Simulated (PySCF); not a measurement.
## Mayer bond orders and bond lengths

Compound: C₆H₁₀N₂.
Atom-mapped SMILES: `[CH3:1][CH2:2][CH2:3][n:4]1[cH:5][cH:6][cH:7][n:8]1` (hydrogens: H9, H10, H11 on C1; H12, H13 on C2; H14, H15 on C3; H16 on C5; H17 on C6; H18 on C7)

Cartesian coordinates in Å at the GFN2-xTB level; atoms count from 1:
```
atom  x, y, z in Å
C1     1.8717    1.0924    0.6022
C2     1.7595   -0.1596   -0.2574
C3     0.6656   -1.1011    0.2610
N4    -0.6471   -0.5529    0.0600
C5    -1.3971   -0.6199   -1.0577
C6    -2.5501    0.0879   -0.8102
C7    -2.3955    0.5551    0.5011
N8    -1.2430    0.1613    1.0080
H9     0.9064    1.5866    0.6773
H10    2.1995    0.8342    1.6064
H11    2.5879    1.7881    0.1723
H12    2.7101   -0.6960   -0.2584
H13    1.5285    0.1183   -1.2884
H14    0.7230   -2.0644   -0.2540
H15    0.7917   -1.2579    1.3346
H16   -1.0718   -1.1600   -1.9243
H17   -3.3794    0.2432   -1.4689
H18   -3.0689    1.1511    1.0846
```

Bond orders from the PBE0/pcSseg-1 density (PySCF). Isolated species at its GFN2-xTB geometry (one conformer only).

Problem. Where do the orders between heavy atoms depart from those drawn in the SMILES?

Solution. The largest departure is 0.358, at N4–C5 (drawn aromatic, 1.142), counting aromatic bonds as 1.5. The bonds drawn aromatic range from 1.14 to 1.51.

Problem. Set the Mayer orders of the bonds beside their lengths.

Solution. 
```json
{"bond": "C1–C2", "drawn as": "single", "length (Å)": "1.523", "Mayer order": "1.051"}
{"bond": "C2–C3", "drawn as": "single", "length (Å)": "1.534", "Mayer order": "1.030"}
{"bond": "C3–N4", "drawn as": "single", "length (Å)": "1.437", "Mayer order": "0.894"}
{"bond": "N4–C5", "drawn as": "aromatic", "length (Å)": "1.348", "Mayer order": "1.142"}
{"bond": "C5–C6", "drawn as": "aromatic", "length (Å)": "1.375", "Mayer order": "1.448"}
{"bond": "C6–C7", "drawn as": "aromatic", "length (Å)": "1.401", "Mayer order": "1.341"}
{"bond": "C7–N8", "drawn as": "aromatic", "length (Å)": "1.319", "Mayer order": "1.511"}
{"bond": "N8–N4", "drawn as": "aromatic", "length (Å)": "1.328", "Mayer order": "1.206"}
{"bond": "C1–H9", "drawn as": "single", "length (Å)": "1.087", "Mayer order": "0.956"}
{"bond": "C1–H10", "drawn as": "single", "length (Å)": "1.087", "Mayer order": "0.968"}
{"bond": "C1–H11", "drawn as": "single", "length (Å)": "1.087", "Mayer order": "0.967"}
{"bond": "C2–H12", "drawn as": "single", "length (Å)": "1.091", "Mayer order": "0.953"}
{"bond": "C2–H13", "drawn as": "single", "length (Å)": "1.093", "Mayer order": "0.949"}
{"bond": "C3–H14", "drawn as": "single", "length (Å)": "1.094", "Mayer order": "0.949"}
{"bond": "C3–H15", "drawn as": "single", "length (Å)": "1.092", "Mayer order": "0.941"}
{"bond": "C5–H16", "drawn as": "single", "length (Å)": "1.072", "Mayer order": "0.975"}
{"bond": "C6–H17", "drawn as": "single", "length (Å)": "1.070", "Mayer order": "0.986"}
{"bond": "C7–H18", "drawn as": "single", "length (Å)": "1.072", "Mayer order": "0.982"}
```

By pair of heavy elements: C–C: lowest C2–C3 (1.030, 1.534 Å), highest C5–C6 (1.448, 1.375 Å). C–N: lowest C3–N4 (0.894, 1.437 Å), highest C7–N8 (1.511, 1.319 Å).

Problem. Sum the orders of all bonds at each heavy atom with more than one neighbour and set the sums beside the valence in the SMILES.

Solution. C1 3.942 (drawn 4), C2 3.983 (drawn 4), C3 3.814 (drawn 4), N4 3.242 (drawn 3), C5 3.565 (drawn 4), C6 3.775 (drawn 4), C7 3.834 (drawn 4), N8 2.717 (drawn 3). Orders between atoms that aren't bonded are not in these sums.

Mayer orders depend on the basis set.
